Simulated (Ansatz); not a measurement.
A single point on CH$_{7}$BSSi (`BC[SiH2]S`).

```yaml
crystal:
  periodic: [false, false, false]
  atoms:
    - {symbol: B, position_ang: [-1.059815, 1.541259, 0.012740]}
    - {symbol: C, position_ang: [-0.724353, 0.110857, -0.433055]}
    - {symbol: Si, position_ang: [0.963949, -0.341980, 0.283360]}
    - {symbol: S, position_ang: [1.648821, -2.232281, -0.446301]}
    - {symbol: H, position_ang: [-0.737073, 2.479746, -0.657545]}
    - {symbol: H, position_ang: [-1.589114, 1.745378, 1.067843]}
    - {symbol: H, position_ang: [-0.604539, -0.019094, -1.512322]}
    - {symbol: H, position_ang: [-1.394911, -0.654678, -0.028367]}
    - {symbol: H, position_ang: [0.890310, -0.356714, 1.765979]}
    - {symbol: H, position_ang: [2.013476, 0.609296, -0.156735]}
    - {symbol: H, position_ang: [0.658649, -2.938889, 0.125102]}
basis:
  gaussian: {orbitals: def2-TZVPP}
hamiltonian: {xc: pbe}
correlation: {method: rpa}
```

```sh
$ ansatz run in.yaml --threads 2 --pin off --events-out ev --progress --plain --max-ram 4352MiB
```

Shortened log:

```
Functional definition: PBE
1383 factors; integrals over basis functions are off by at most 1.0e-3 eV
mean field evaluation 1: about -20520.5393 eV, gradient 6.3e1 eV
mean field evaluation 2: about -20520.5276 eV, gradient 6.3e1 eV
mean field evaluation 4: about -20529.6884 eV, gradient 1.4e1 eV
mean field evaluation 8: about -20530.3325 eV, gradient 6.4e-1 eV
mean field evaluation 16: about -20530.3330 eV, gradient 1.6e-4 eV
mean field -20530.33297788 eV, -754.4758209774 hartree, gradient 2.3e-6 eV, S^2 0.000000; 0 other end points of the search recorded, 0 dependent functions left out
12 core orbitals not correlated: weight in the atoms' cores, before any rotation towards them, 1.000 or more for the frozen orbitals, at most 0.000 for the correlated occupied ones
reference -20493.22575323 eV, -753.1121556240 hartree; 12, 12 occupied and 220, 220 virtual orbitals, 1383 factors
Total energy: -20521.94864202 eV, -754.1677023178 hartree
```

Run time 7.5 s (2 threads of an Arm Neoverse V1 on a shared host); peak host memory 0.53 GiB.
